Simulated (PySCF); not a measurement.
How ionic is MCs along group 14?

PBE0 in PySCF with def2-SVP on every atom (core potentials on Sn, Cs, Pb), for the lowest determinant that a PBE0 search found; no spin–orbit coupling. A negative dipole means M(+)Cs(−).

```tsv
M	state (unpaired electrons)	Re (Å)	μ (D)
Si	quartet (σ ↑, π ↑↑)	3.350	10.28
Ge	quartet (σ ↑, π ↑↑)	3.388	10.25
Sn	quartet (σ ↑, π ↑↑)	3.583	10.74
Pb	quartet (σ ↑, π ↑↑)	3.627	10.37
```

Task: Give the ionic character |μ|/(e·Re) of each, with 1 e·Å = 4.803 D, and the positive end.

Result: CsSi 64 % (Cs positive), CsGe 63 % (Cs positive), CsSn 62 % (Cs positive), CsPb 60 % (Cs positive). Lone pairs and polarisation enter μ too, so this number is only a rough measure of charge transfer.

Spin–orbit coupling is left out, which matters for elements this heavy, above all for dissociation energies. States were picked by a PBE0 search and need not be the measured ground states.
